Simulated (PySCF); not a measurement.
Cu²⁺ (copper, charge +2): UHF calculation

Configuration: [Ar] 3d9, 2D determinant. All numbers are calculated (PySCF 2.14, the non-relativistic Hamiltonian (point nucleus), in def2-TZVP (6s4p4d1f, 45 functions)).

| Item | Value |
| --- | --- |
| Total energy | -1638.045859 hartree |
| One-electron energy | -2262.3711 hartree |
| Hartree (Coulomb) energy | 689.6230 hartree |
| Exchange energy | -65.2978 hartree |
| Kinetic energy | 1638.21793 hartree |
| ⟨S²⟩ | 0.7511 |
| ⟨L²⟩ | 6.010 |
| Sum of ⟨r⟩ | 15.88 bohr |
| Sum of ⟨r²⟩ | 15.10 bohr² |
| Traceless quadrupole moment −½Σ⟨3z² − r²⟩ along its main axis | -0.336 e·bohr² |
| Density at the nucleus (Gaussians lack the cusp) | 16200 bohr⁻³ |
| Spin density at the nucleus | 0.139 bohr⁻³ |
| Langevin diamagnetic susceptibility | -12.0 ×10⁻⁶ cm³/mol |
| Time after the integrals | 0.31 s of wall time on 1 thread of Neoverse-N1 (shared host) |

| shell | electrons | mean orbital energy (eV) | spread (eV) | rms radius, mean of both spins (bohr) |
| --- | --- | --- | --- | --- |
| 1s α | 1 | -8973.3 | 0 | 0.0612 |
| 1s β | 1 | -8973.3 | 0 | 0.0612 |
| 2s α | 1 | -1138.1 | 0 | 0.258 |
| 2s β | 1 | -1137.0 | 0 | 0.258 |
| 2p α | 3 | -996.57 | 1.231 | 0.230 |
| 2p β | 3 | -995.44 | 0.008 | 0.230 |
| 3s α | 1 | -164.31 | 0 | 0.773 |
| 3s β | 1 | -161.42 | 0 | 0.773 |
| 3p α | 3 | -118.47 | 2.467 | 0.815 |
| 3p β | 3 | -115.01 | 1.554 | 0.815 |
| 3d α | 5 | -40.837 | 2.927 | 1.03 |
| 3d β | 4 | -39.145 | 2.283 | 1.03 |
